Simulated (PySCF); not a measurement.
Isomers of C11H12. Level of theory: PySCF, TDDFT PBE0/def2-SVPD, vertical, gas phase, core orbitals frozen in the response. Geometries: PBE0-D3(BJ)/def2-SVP; one conformer of each isolated species. Triplets are in the Tamm–Dancoff approximation.

A. `C=C1C=CC=C(C2CC2)C=C1`
B. `C=Cc1cccc(C(=C)C)c1`
C. `C=C1C[C@]1(C)c1ccccc1`

Lowest singlet levels (six at most, fewer where fewer were computed) with oscillator strengths:

1. 487 nm (f 0.016); 288 nm (f 0.310); 241 nm (f 0.001); 237 nm (f 0.357); 228 nm (f 0.000); 219 nm (f 0.000); T1 1.66 eV
2. 235 nm (f 0.004); 224 nm (f 0.014); 214 nm (f 0.134); 196 nm (f 0.001); 195 nm (f 0.021); 191 nm (f 0.003); T1 3.97 eV
3. 281 nm (f 0.013); 250 nm (f 0.292); 243 nm (f 0.176); 238 nm (f 0.330); 208 nm (f 0.026); 201 nm (f 0.052); T1 3.09 eV

**Question.** Match each spectrum to its molecule.

**Answer.** 1 = A, 2 = C, 3 = B.
- A: S1 at 2.55 eV, HOMO→LUMO (99%); Löwdin shares by element: HOMO carbon 56% or more (atoms not listed hold the other 44%); LUMO carbon 62% or more (atoms not listed hold the other 38%); HOMO -5.36 and LUMO -1.81 eV.
- B: S1 at 4.42 eV, HOMO→LUMO+1 (34%), HOMO-1→LUMO (29%), HOMO→LUMO (28%); Löwdin shares by element: HOMO carbon 51% or more (atoms not listed hold the other 49%); LUMO carbon 59% or more (atoms not listed hold the other 41%); HOMO -6.53 and LUMO -1.16 eV.
- C: S1 at 5.27 eV, HOMO→LUMO+1 (48%), HOMO-1→LUMO (28%), HOMO→LUMO (16%); Löwdin shares by element: HOMO carbon 55% or more (atoms not listed hold the other 45%); LUMO carbon 68% or more (atoms not listed hold the other 32%); HOMO -6.73 and LUMO -0.25 eV.
